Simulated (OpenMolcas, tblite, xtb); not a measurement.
How methods differ on C2H3Ge (SMILES [C]#[C][GeH3])

The species is C2H3Ge (6 atoms), meant as a doublet with charge 0. SMILES: `[C]#[C][GeH3]`. The coordinates come from a PBE0-D4/def2-TZVP relaxation.

Each level gives the vertical energy of the quartet above the doublet (eV). The values are calculated.

```
             level            kind     program  value (eV)  CPU time (all runs)
          GFN2-xTB  semi-empirical      tblite        5.08            under 2 s
          GFN0-xTB  semi-empirical         xtb        5.71            under 2 s
          GFN1-xTB  semi-empirical         xtb        5.97            under 2 s
         IPEA1-xTB  semi-empirical      tblite        6.60            under 2 s
     UHF/def2-SVPD    Hartree–Fock  OpenMolcas        4.15              3.2 min
  USVWN5/def2-SVPD             LDA  OpenMolcas        5.31              2.8 min
U-revPBE/def2-SVPD             GGA  OpenMolcas        5.07              4.1 min
   UBLYP/def2-SVPD             GGA  OpenMolcas        5.22              2.7 min
    UPBE/def2-SVPD             GGA  OpenMolcas        5.11              2.7 min
U-r2SCAN/def2-SVPD        meta-GGA  OpenMolcas        4.85              6.9 min
```

All-electron rows without a relativistic Hamiltonian named are non-relativistic. The values span 4.15 to 6.60 eV. Spin contamination of the reference (⟨S²⟩ at least 0.1 too high) touches UHF/def2-SVPD. GFN0-xTB, GFN1-xTB: no spin polarisation, so open shells miss the exchange term that lowers them. The upper state's dipole differs much between rows, so they may not all be the same state. Times are those of the runs behind each value, whatever else they computed, on shared processors of several kinds: orders of magnitude only.
